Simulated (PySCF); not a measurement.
H8FNO2Si3, SMILES N[SiH2]O[SiH2]O[SiH2]F, singlet (GFN2-xTB optimised geometry):

```
15

Si     1.214    -0.149     0.616
F      2.258     0.338    -0.498
O     -0.224     0.184     0.000
Si    -1.852     0.184     0.000
O     -2.387    -0.489     1.357
Si    -2.245    -1.223     2.812
N     -0.668    -1.304     3.486
H      1.474     0.665     1.791
H      1.410    -1.583     0.746
H     -2.258    -0.653    -1.118
H     -2.252     1.583     0.000
H     -3.046    -0.398     3.706
H     -2.674    -2.599     2.592
H      0.014    -1.941     3.110
H     -0.213    -0.466     3.810
```

Level of theory: PySCF with CAM-B3LYP/def2-TZVP.

What are the frontier orbital energies and the dipole moment?

HOMO-2 -10.67 eV, HOMO-1 -9.97 eV, HOMO -9.61 eV, LUMO 1.05 eV, LUMO+1 1.37 eV; dipole moment 1.43 D.

On the same geometry PBE/def2-TZVP in PySCF gives HOMO-2 -7.72 eV, HOMO-1 -7.11 eV, HOMO -6.70 eV, LUMO -0.69 eV, LUMO+1 -0.39 eV; dipole moment 1.37 D.

Meta-Löwdin charges at CAM-B3LYP/def2-TZVP: Si1 1.19, F2 -0.51, O3 -0.85, Si4 1.14, O5 -0.86, Si6 0.99, N7 -0.74, H8 -0.14, H9 -0.15, H10 -0.14, H11 -0.14, H12 -0.13, H13 -0.13, H14 0.24, H15 0.24.
